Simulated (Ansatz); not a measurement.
A nudged elastic band was laid between two geometries of C$_{2}$H$_{7}$BOSi (12 atoms, charge 0, multiplicity 1).

Level of theory: RKS r2SCAN-D4/6-31G (Ansatz).

| Property | Result |
| --- | --- |
| movable images | 5 |
| climbing image | yes |
| spring | 5.0 eV/Å² |
| optimiser | quadratic models (default) |
| start path | through a guess of the saddle point |
| force threshold | 0.05 eV/Å |
| iteration limit | 60 |
| end points | relaxed |

Image 0:

```xyz
12
Properties=species:S:1:pos:R:3
C -1.387 0.878 -0.212
C -0.350 -0.204 -0.487
Si 0.605 -1.429 0.834
B 1.154 0.034 -0.393
O 1.981 1.102 -0.590
H -1.546 1.500 -1.105
H -1.058 1.543 0.596
H -2.352 0.445 0.080
H -0.665 -0.934 -1.246
H 0.368 -2.863 0.467
H 0.445 -1.186 2.311
H 2.881 1.059 -0.219
```

Image 6:

```xyz
12
Properties=species:S:1:pos:R:3
C -1.401 0.862 -0.183
C -0.382 -0.240 -0.445
Si 0.666 -1.362 0.898
B 1.124 0.001 -0.472
O 1.934 1.047 -0.810
H -1.018 1.588 0.545
H -2.342 0.457 0.210
H -1.625 1.412 -1.108
H -0.747 -1.024 -1.122
H 0.408 -2.819 0.660
H 0.604 -1.007 2.359
H 2.857 1.030 -0.498
```

**Question.** What changes between the two ends?

**Answer.** No bond is made or broken. The dihedral H8–C1–C2–Si3 goes from -72 to 168°. The two ends are copies of one structure, up to a mirror image or an exchange of like atoms.

**Question.** What energy profile does the band end with?

**Answer.** The run converged. The highest image is number 3 of 0 to 6, 0.083 eV above the ends, which have the same energy within 2 meV. A vibrational analysis at the climbing image gives one clearly imaginary mode, 190i cm⁻¹: a first-order saddle point. Limits of this set-up: no polarisation functions.

```tsv
image	path coordinate (Å)	energy (eV)	dihedral H8–C1–C2–Si3 (°)
0	0.00	0.000	-72
1	0.58	0.017	-89
2	1.15	0.059	-109
3	1.73	0.083	-129
4	2.34	0.060	-152
5	2.95	0.018	-173
6	3.56	0.000	168
```

**Question.** What is the geometry of the highest image?

**Answer.** 
```xyz
12
Properties=species:S:1:pos:R:3
C -1.407 0.874 -0.190
C -0.371 -0.227 -0.442
Si 0.670 -1.393 0.874
B 1.134 0.006 -0.456
O 1.939 1.068 -0.749
H -1.007 1.860 -0.457
H -1.712 0.911 0.863
H -2.312 0.707 -0.786
H -0.714 -1.012 -1.131
H 0.374 -2.840 0.613
H 0.619 -1.063 2.342
H 2.865 1.053 -0.447
```

**Question.** What are the harmonic wavenumbers there?

**Answer.** 190i, 126, 191, 233, 348, 458, 469, 533, 616, 618, 633, 812, 875, 891, 1007, 1036, 1090, 1122, 1277, 1444, 1503, 1539, 1546, 2146, 2190, 3034, 3082, 3119, 3128, 3705 cm⁻¹.

Run time: 8.2 min on 1 thread of AMD EPYC (Zen 3) (shared host), peak memory 0.15 GiB.
